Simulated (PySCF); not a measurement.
Species: C₇H₁₁ClO₃.
Numbering: `[CH3:1][O:2][C@:3]1([CH2:4][Cl:5])[CH2:6][C:7](=[O:8])[CH2:9][CH2:10][O:11]1` (hydrogens: H12, H13, H14 on C1; H15, H16 on C4; H17, H18 on C6; H19, H20 on C9; H21, H22 on C10)

The calculation used PBE0-D3(BJ)/def2-SVP geometry optimisation, gas phase (PySCF 2.14.0).

(1) List the bond lengths, angles and torsions at this level.

Results:

(1) 
```csv
bond,length (Å),order
C1–O2,1.406,single
O2–C3,1.392,single
C3–C4,1.529,single
C4–Cl5,1.775,single
C3–C6,1.530,single
C6–C7,1.512,single
C7=O8,1.204,double
C7–C9,1.512,single
C9–C10,1.525,single
C10–O11,1.412,single
C3–O11,1.407,single
"C1–H12, C1–H13, C1–H14",1.102,single
C4–H15,1.097,single
C4–H16,1.097,single
C6–H17,1.102,single
C6–H18,1.096,single
C9–H19,1.104,single
C9–H20,1.099,single
C10–H21,1.099,single
C10–H22,1.104,single
```

Bonds in one row agree within 0.01 Å and their mean is given. Orders are formal, as drawn. A selection of angles:
```csv
angle,degrees
C1–O2–C3,117.0
O2–C3–C4,113.8
O2–C3–C6,104.9
O2–C3–O11,111.4
C4–C3–C6,112.8
C4–C3–O11,103.0
C6–C3–O11,111.1
C3–C4–Cl5,112.0
C3–C6–C7,110.5
C6–C7–O8,123.2
C6–C7–C9,113.3
O8–C7–C9,123.4
C7–C9–C10,111.2
C9–C10–O11,111.7
C3–O11–C10,114.1
```

Dihedral angles: C1–O2–C3–C4 -51° (synclinal); O2–C3–C4–Cl5 -55° (synclinal); O2–C3–C6–C7 -67° (synclinal); C3–C6–C7–O8 134° (anticlinal); C6–C7–C9–C10 46° (synclinal); C7–C9–C10–O11 -51° (synclinal); C9–C10–O11–C3 59° (synclinal); O2–C3–O11–C10 56° (synclinal).

The 6-membered ring C3–C6–C7–C9–C10–O11 has internal angles of 110.5° to 114.1° (sum 672°, against 720° for a flat polygon); it is puckered, 0.21 Å rms from its mean plane, widest ring torsion 61°. The 5 C–O bonds span 1.204 Å (C7=O8, drawn double) to 1.412 Å (C10–O11, drawn single), a spread of 0.208 Å. Of the pairs four or more bonds apart, O2···H22 is among the closest relative to their van der Waals radii: 2.48 Å, 91 % of the sum of Bondi's values.

Point group: C1 (no symmetry element, even within 0.4 Å). No PBE0-D3(BJ)/def2-SVP frequencies stand behind this structure, so it isn't proved a minimum. One conformer, not necessarily the lowest.
